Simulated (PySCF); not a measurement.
A structure optimised at PBE0-D3(BJ)/def2-SVP, used in a PySCF frequency run:

```xyz
7

F      1.2655    -1.7202    -0.1939
C      0.5545    -0.6503     0.1082
Br     1.6251     0.8507     0.4637
C     -0.7494    -0.6253     0.1640
C     -2.0525    -0.5608     0.2362
Cl    -3.0689    -0.1474    -1.0995
H     -2.6096    -0.7674     1.1563
```

Write its SMILES and formula.

FC(Br)=C=CCl, C₃HBrClF

What are its rotational constants (standard atomic weights)?

3.9596, 0.69814, 0.61945 GHz
